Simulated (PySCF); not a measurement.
## As: ionisation energy

As [Ar] 3d10 4s2 4p3 (4S) → As+ [Ar] 3d10 4s2 4p2 (3P), as a difference of total energies. All numbers are calculated (PySCF 2.14, a scalar-relativistic core potential, in cc-pVTZ-PP with ECP10MDF). Correlated levels: valence: 3s2 3p6 3d10 frozen. The calculations carry no spin-orbit coupling.

```tsv
method	ionisation energy (eV)
UHF	9.424
MP2 (valence)	9.897
SCS-MP2 (valence)	9.751
CCSD (valence)	9.863
CCSD(T) (valence)	9.895
```

Task: Estimate what M06-2X gives.

Result: 9.750 eV, closest to SCS-MP2 (valence) among the rows shown.

Task: Estimate what LDA gives.

Result: 9.989 eV, closest to MP2 (valence) among the rows shown.

Errors of the correlated levels include the incompleteness of this basis and the frozen core.

For comparison: 10.008 eV (measured; NIST levels, between the centres of gravity of the two terms).
